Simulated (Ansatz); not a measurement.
A made-up structure of NaBH$_{2}$Se, closed shell:

Na1  (-2.027, -0.262, 1.426)
B2  (-0.430, -0.132, -0.438)
Se3  (1.453, 0.250, -0.413)
H4  (-0.695, -0.305, -1.604)
H5  (0.227, -1.038, -0.175)
(Å)

It is relaxed with PBE-D4/def2-SVP and then PBE0-D4/def2-TZVP (Ansatz 0.2.0). Atoms count as bonded within 1.22 times the sum of their covalent radii (H–H: 0.88 Å). The end point is not checked to be a true minimum.

(1) Does its bonding change? (Judge from chemistry; the calculation decides.)

Results:

(1) By the calculation: Yes. Formed: Na1–Se3, Na1–H5; broken: Se3–H5.

Where it ends: The first stage lowers the energy by 3.51 eV in 17 steps. It ends as NaBH₂Se ([H]1[BH]2[Se][Na]12):
Na1  (-0.734, -0.154, 1.814)
B2  (-0.251, -0.442, -0.820)
Se3  (0.673, 1.017, -0.057)
H4  (-0.169, -0.736, -1.977)
H5  (-0.991, -1.171, -0.165)
(Å)

Labels in which every atom is bracketed show which atoms are joined, not bond orders.

For scale, one of the runs: PBE0-D4/def2-TZVP relaxation, 123 basis functions, launched by `ansatz run in.yaml --threads 2 --pin off --events-out ev --progress --plain --max-ram 4352MiB`. Hardware: 2 CPU threads of an Arm Neoverse N1, shared host. Wall time about 21 s.
